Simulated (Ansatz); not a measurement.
Reaction (formal exchange of groups at a C–Si bond): `C[Si](C)(O)P` + `B[SiH2]OC` → `B[SiH2]OCC` + `C[SiH](O)P`

Computed with Ansatz on PBE0-D4/def2-TZVP structures; ΔE is electronic, products minus reactants. CBS: MP2 limit from def2 TZ/QZ plus the TZ coupled-cluster correction, frozen cores. Functionals use def2-TZVPP. B3LYP here is the variant with VWN-RPA as its local correlation; programs differ in this. Each species was taken in one conformer, which may not be the lowest.

| level | ΔE (kJ/mol) | difference from CCSD(T)/CBS |
| --- | --- | --- |
| PBE-D4 | 33.9 | -1.0 |
| r2SCAN-D4 | 35.5 | 0.6 |
| PBE0-D4 | 34.7 | -0.2 |
| B3LYP-D4 | 35.2 | 0.3 |
| ωB97X-V | 33.4 | -1.5 |
| ωB97M-V | 36.3 | 1.4 |
| B2PLYP | 33.2 | -1.7 |
| PBE | 31.6 | -3.3 |
| r2SCAN | 34.9 | 0.0 |
| PBE0 | 32.6 | -2.3 |
| B3LYP | 31.5 | -3.4 |
| HF/def2-TZVPP | 28.6 | -6.3 |
| MP2/def2-TZVPP | 36.6 | 1.7 |
| SCS-MP2/def2-TZVPP | 33.4 | -1.5 |
| CCSD/def2-TZVPP | 33.5 | -1.4 |
| CCSD(T)/def2-TZVPP | 33.9 | -1.0 |
| HF/def2-QZVPP | 28.5 | -6.4 |
| MP2/def2-QZVPP | 37.1 | 2.2 |
| SCS-MP2/def2-QZVPP | 34.0 | -0.9 |
| HF/CBS(def2) | 28.5 | -6.4 |
| MP2/CBS(def2) | 37.6 | 2.7 |
| CCSD/CBS(def2) | 34.5 | -0.4 |
| CCSD(T)/CBS | 34.9 | 0 |

Largest T1 diagnostic among the species: 0.012.

In def2-TZVPP, CCSD(T) changes the Hartree–Fock value by +5.3 kJ/mol (the triples alone add +0.4 kJ/mol) and MP2 by +8.0 kJ/mol. The D4 term adds +3.7 kJ/mol with B3LYP and +2.1 kJ/mol with PBE0; it sums over pairs of atoms, weighted by their polarisabilities, and B3LYP, whose exchange is more repulsive, gets the larger term.
